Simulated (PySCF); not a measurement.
Compound: C7H8GeO.
InChI=1S/C7H8GeO/c8-9-7-3-1-2-5-4-6(5)7/h1-3H,4H2,8H3

Level: wB97X-D/def2-SVPD in PySCF, non-relativistic, on one gas-phase PBE0-D3(BJ)/def2-SVP geometry that isn't relaxed in the solvent. The solvent is an IEF-PCM continuum (Bondi radii, 1.10 Å for H, scaled by 1.2), and excitations are vertical TDDFT with non-equilibrium linear response and a frozen core. Only the electrostatic response of the medium enters. Spin–orbit coupling is left out although an atom past zinc is present.

Gas-phase singlets (H = HOMO, L = LUMO):

```
state  E (eV)  λ (nm)      f  leading configurations
   S1   5.228     237  0.001    H→L+1 33%, H→L+2 28%
   S2   5.803     214  0.045  H-1→L+1 28%, H→L+1 26%
   S3   6.091     204  0.000      H→L 45%, H→L+3 39%
   S4   6.447     192  0.531  H-1→L+1 46%, H→L+2 40%
   S5   6.618     187  0.355  H-1→L+2 40%, H→L+1 23%
```

Problem. Give the list for chloroform (ε = 4.711), n² = 2.09.

Solution. 
```
state  E (eV)  λ (nm)      f  leading configurations  change by rank (eV)
   S1   5.220     238  0.002    H→L 45%, H-1→L+1 24%               -0.008
   S2   5.774     215  0.064    H-1→L 36%, H→L+1 34%               -0.029
   S3   6.240     199  0.004    H→L+3 42%, H→L+2 41%               +0.149
   S4   6.300     197  0.681    H-1→L 49%, H→L+1 42%               -0.147
   S5   6.461     192  0.611    H-1→L+1 60%, H→L 34%               -0.157
```

Problem. How does the list change in dichloromethane (ε = 8.93)?

Solution. 
| state | E (eV) | λ (nm) | f | leading configurations | change by rank (eV) |
| --- | --- | --- | --- | --- | --- |
| S1 | 5.222 | 237 | 0.001 | H→L 46%, H-1→L+1 25% | -0.006 |
| S2 | 5.776 | 215 | 0.060 | H-1→L 37%, H→L+1 34% | -0.027 |
| S3 | 6.262 | 198 | 0.006 | H→L+2 48%, H→L+3 36% | +0.171 |
| S4 | 6.306 | 197 | 0.675 | H-1→L 48%, H→L+1 44% | -0.141 |
| S5 | 6.469 | 192 | 0.603 | H-1→L+1 61%, H→L 34% | -0.149 |

Problem. How do the frontier levels move from gas to dichloromethane?

Solution. 
```tsv
orbital	gas (eV)	solvent (eV)	change (eV)
LUMO+2	1.71	1.78	+0.07
LUMO+1	1.66	1.59	-0.07
LUMO	1.51	1.54	+0.03
HOMO	-8.27	-8.40	-0.13
HOMO-1	-8.61	-8.72	-0.11
HOMO-2	-10.26	-10.36	-0.10
HOMO-3	-10.66	-10.72	-0.06
```

The HOMO–LUMO gap goes from 9.78 to 9.94 eV. Rows go by rank; for LUMO, LUMO+1 and LUMO+2 the atom shares or the degeneracy differ between the runs, so the row needn't follow one orbital.

Conformer computed: `[GeH3:1][O:2][c:3]1[cH:4][cH:5][cH:6][c:7]2[c:8]1[CH2:9]2`: Ge1–O2–C3–C4 -4°.
